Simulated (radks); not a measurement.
Q: The table gives one normalised radial function P(r) = r R(r) (large component) of Rh2+ in [Kr] 4d7 (r in bohr). All-electron calculation, Dirac Kohn-Sham, exchange-only PBE, spin-unpolarised, spherical densities, point nucleus; open shells are shared between the two j in proportion to 2j + 1. Program: a radial shooting solver on a logarithmic mesh with Libxc functionals.

r          P
0.001487  0.0000
0.002     0.0000
0.002667  0.0001
0.003557  0.0002
0.004745  0.0003
0.006379  0.0007
0.008508  0.0016
0.01135   0.0034
0.01526   0.0076
0.02035   0.0162
0.02714   0.0340
0.0362    0.0695
0.04867   0.1399
0.06491   0.2633
0.08658   0.4657
0.1164    0.7704
0.1552    1.1362
0.2071    1.4815
0.2762    1.6636
0.3713    1.5512
0.4952    1.1615
0.6605    0.6666
0.8881    0.2683
1.184     0.0728
1.58      0.0118
2.107     0.0010
2.833     0.0000
3.778     0.0000
5.039     0.0000
6.775     0.0000
9.037     0.0000

Which n and l does it have? It may be an empty orbital.

A: n = 3, l = 2: the number of nodes gives n - l - 1 = 0, the rise at small r points to l (for j = l - 1/2 the large component starts as r^gamma with gamma = sqrt(l^2 - (Z/c)^2) = 1.97 and the r^(l+1) term takes over further out; the orbital of l - 1 with the same j starts with the same power, but with a larger coefficient, and does not steepen), and the extent must fit the shell. The curve is that of 3d3/2; the two j differ most near the nucleus, where j = l - 1/2 has the larger amplitude, and in heavy atoms j = l - 1/2 is also the more compact. 3d3/2: eigenvalue -323.27 eV, 0 radial nodes, <r> = 0.368 bohr, 90 % of the charge inside 0.585 bohr.
